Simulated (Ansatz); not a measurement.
Computed with Ansatz on PBE0-D4/def2-TZVP structures; ΔE is electronic, products minus reactants. CCSD(T)/CBS adds triple-zeta CCSD(T) − MP2 to the extrapolated MP2 energy (def2 sets, frozen cores). DFT in def2-TZVPP. B3LYP here is the variant with VWN-RPA as its local correlation; programs differ in this. Each species was taken in one conformer, which may not be the lowest.

`C=C[SiH2]C=N` + `[F][Al]([SH])[O][SiH3]` → `C=C[SiH2]O[SiH3]` + `N=[CH][Al]([F])[SH]`  (redistribution)

`C=C[SiH2]C=N`:

Z-matrix (Å, degrees):
```
Si
C 1 1.852
C 1 1.891 2 111.0
H 1 1.489 2 110.0 3 -121.0
H 1 1.491 2 112.2 3 119.0
C 2 1.330 1 122.7 3 127.4
H 2 1.088 1 118.6 3 -51.9
N 3 1.270 1 119.4 2 7.4
H 3 1.102 1 118.7 2 -173.7
H 6 1.087 2 121.8 1 -0.1
H 6 1.087 2 122.1 1 -179.8
H 8 1.023 3 111.6 1 179.0
```

`[F][Al]([SH])[O][SiH3]`:

Cartesian coordinates in Å:
```
F -1.215 -1.823 -1.926
Al -1.174 -0.489 -0.972
S -2.900 0.809 -1.003
O 0.157 -0.167 -0.024
Si 1.546 -0.029 0.814
H -2.338 1.648 -0.113
H 1.573 -1.028 1.913
H 2.709 -0.257 -0.084
H 1.642 1.336 1.395
```

`C=C[SiH2]O[SiH3]`:

Z-matrix (Å, degrees):
```
Si
C 1 1.853
O 1 1.636 2 109.7
H 1 1.486 2 110.6 3 119.4
H 1 1.490 2 110.0 3 -120.8
C 2 1.330 1 123.1 3 -0.7
H 2 1.090 1 118.6 3 179.2
Si 3 1.633 1 145.9 2 -94.5
H 6 1.086 2 122.3 1 179.8
H 6 1.086 2 121.6 1 -0.4
H 8 1.486 3 109.5 1 104.6
H 8 1.484 3 109.0 1 -136.0
H 8 1.487 3 110.4 1 -15.6
```

`N=[CH][Al]([F])[SH]`:

Cartesian coordinates in Å:
```
N 0.562 -0.783 -1.122
C -0.259 0.180 -0.973
Al -0.492 0.677 0.917
F -1.508 1.897 1.356
S 0.625 -0.429 2.393
H 0.689 -1.048 -2.103
H -0.756 0.650 -1.834
H 1.139 -1.144 1.367
```

**Question.** Is it downhill or uphill in electronic energy at CCSD(T)/CBS, and by how much? (Estimate.)

**Answer.** Ansatz gave: Uphill: ΔE = +8.9 kcal/mol.

**Question.** What do these levels give: PBE0, B3LYP, HF/def2-TZVPP, MP2/def2-TZVPP, HF/def2-QZVPP, HF/CBS(def2)? (Best estimate.)

**Answer.** Ansatz gave: PBE0 9.1, B3LYP 9.4, HF/def2-TZVPP 9.8, MP2/def2-TZVPP 9.3, HF/def2-QZVPP 9.9, HF/CBS(def2) 9.9 kcal/mol.

Largest T1 diagnostic among the species: 0.013.

The D4 term adds −0.9 kcal/mol with B3LYP and −0.5 kcal/mol with PBE0; it sums over pairs of atoms, weighted by their polarisabilities, and B3LYP, whose exchange is more repulsive, gets the larger term.
